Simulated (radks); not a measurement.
Problem. Cl4+, 13 electrons, occupied as [Ne] 3s2 3p1 (the NIST ground configuration). Calculated with a radial shooting solver on a logarithmic mesh with Libxc functionals: non-relativistic Kohn-Sham, PBE, spin-unpolarised, spherical densities, point nucleus. Some entries of the table are withheld. Estimate them.

orbital,occ.,eigenvalue (eV),<r^2> (bohr^2),<1/r> (bohr^-1)
1s,2,-2806.971,0.01123,16.55
2s,2,-314.6670,0.2347,(1)
2p,6,(2),0.2042,3.211
3s,2,-73.5280,(3),1.024
3p,1,-59.5163,(4),(5)

Solution. 
(1) 2s <1/r> (bohr^-1): 3.296
(2) 2p eigenvalue (eV): -255.5695
(3) 3s <r^2> (bohr^2): 2.098
(4) 3p <r^2> (bohr^2): 2.417
(5) 3p <1/r> (bohr^-1): 0.9377
